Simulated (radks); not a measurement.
Spin polarisation of the 4f7 shell in neutral europium. Start: [Xe] 4f(up 3.5, down 3.5) 6s2; electrons of 4f are moved from spin down to spin up, other shells keep equal spins. Method: non-relativistic Kohn-Sham, PBE, spin-polarised, spherical densities, point nucleus; computed with a radial shooting solver on a logarithmic mesh with Libxc functionals.

| moment (Bohr magnetons) | E - E(0) (eV) | e(4f up) (eV) | e(4f down) (eV) | 6s down minus up (eV) | 5p down minus up (eV) | 5s down minus up (eV) |
|---|---|---|---|---|---|---|
| 0 | 0.000 | -6.112 | -6.112 | 0.000 | 0.000 | 0.000 |
| 1 | -0.183 | -6.461 | -5.730 | 0.025 | 0.290 | 0.376 |
| 2 | -0.730 | -6.777 | -5.316 | 0.051 | 0.581 | 0.753 |
| 3 | -1.643 | -7.057 | -4.869 | 0.077 | 0.874 | 1.132 |
| 4 | -2.919 | -7.301 | -4.388 | 0.104 | 1.169 | 1.513 |
| 5 | -4.556 | -7.506 | -3.871 | 0.131 | 1.467 | 1.898 |
| 6 | -6.552 | -7.666 | -3.315 | 0.159 | 1.769 | 2.288 |
| 7 | -8.905 | -7.774 | -2.717 | 0.190 | 2.076 | 2.683 |

At moment 7 the spin-polarisation energy is -8.905 eV and the 4f exchange splitting 5.057 eV, that is 0.722 eV per Bohr magneton; E = -I m^2/4 would give I = 0.727 eV.
